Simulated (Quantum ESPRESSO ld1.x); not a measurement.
Results of a calculation; reference values are marked as such.
Nb IV, configuration [Kr] 4d2.

Code: ld1.x of Quantum ESPRESSO 7.5. Model: scalar-relativistic Kohn-Sham, exchange-only LDA, spin-polarised, spherical densities, point nucleus; open shells are filled with parallel spins first.

Energy parts (eV):
| part | energy |
|---|---|
| total | -103682.11 |
| kinetic | 106799.87 |
| electron-nucleus | -248908.64 |
| Hartree | 41419.90 |
| exchange | -2993.24 |

Orbitals (lengths in bohr, moments of r in powers of bohr; r(max) is where P^2 peaks):
| orbital | occ. | eigenvalue (eV) | <r^4> | r(max) | <1/r> |
|---|---|---|---|---|---|
| 1s down | 1 | -18810.2 | 8.017e-06 | 0.023 | 42.35 |
| 1s up | 1 | -18810.2 | 8.018e-06 | 0.023 | 42.35 |
| 2s up | 1 | -2657.08 | 0.001499 | 0.133 | 9.513 |
| 2s down | 1 | -2656.85 | 0.001499 | 0.133 | 9.514 |
| 2p up | 3 | -2377.43 | 0.001074 | 0.106 | 9.267 |
| 2p down | 3 | -2377.25 | 0.001073 | 0.106 | 9.267 |
| 3s up | 1 | -467.246 | 0.07951 | 0.395 | 3.247 |
| 3s down | 1 | -467.077 | 0.07942 | 0.395 | 3.247 |
| 3p up | 3 | -375.884 | 0.08850 | 0.389 | 3.088 |
| 3p down | 3 | -375.698 | 0.08833 | 0.389 | 3.088 |
| 3d up | 5 | -226.073 | 0.1008 | 0.334 | 2.854 |
| 3d down | 5 | -225.818 | 0.1003 | 0.334 | 2.854 |
| 4s up | 1 | -88.0284 | 3.373 | 1.03 | 1.184 |
| 4s down | 1 | -86.5045 | 3.304 | 1.02 | 1.192 |
| 4p up | 3 | -63.8719 | 5.452 | 1.12 | 1.050 |
| 4p down | 3 | -62.1625 | 5.316 | 1.11 | 1.058 |
| 4d up | 2 | -30.2091 | 21.28 | 1.41 | 0.7577 |
| 4d down | 0 | -28.1545 | 21.34 | 1.40 | 0.7646 |

The highest occupied level is 4d up at -30.209 eV. For comparison, the ionisation energy in NIST's Atomic Spectra Database is 37.61 eV (measured). In exact Kohn-Sham theory the highest level is minus the ionisation energy, but local and semilocal functionals leave it too shallow, through self-interaction and a potential that decays too fast; potentials with the right tail come closer. Spin moment in Bohr magnetons: 2.
